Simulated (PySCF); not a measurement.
# Electron correlation in Co¹⁷⁺ (cobalt, charge +17)

[Ne], closed-shell 1S. All numbers are calculated (PySCF 2.14, no relativity, point nucleus, in an uncontracted even-tempered set (18 s from 3.4 bohr⁻², ratio 2.2; 11 p from 4.4 bohr⁻², ratio 2.2; 6 d from 23 bohr⁻², ratio 2.4; 5 f from 35 bohr⁻², ratio 2.4; 5 g from 53 bohr⁻², ratio 2.4)). Frozen: nothing; 10 electrons correlated; the 14 highest virtual orbitals of each spin left out.

MP2 pair energies summed by pair of shells (mhartree):

| pair | energy | share (%) |
| --- | --- | --- |
| 2p-2p | -216.23 | 56.6 |
| 2s-2p | -70.62 | 18.5 |
| 1s-2p | -39.46 | 10.3 |
| 1s-1s | -36.50 | 9.6 |
| 2s-2s | -11.67 | 3.1 |
| 1s-2s | -7.40 | 1.9 |

Total MP2 correlation energy: -381.87 mhartree.

Same-spin part -90.67 and opposite-spin part -291.20 mhartree; SCS-MP2 scales them by 1/3 and 6/5 to -379.66 mhartree.
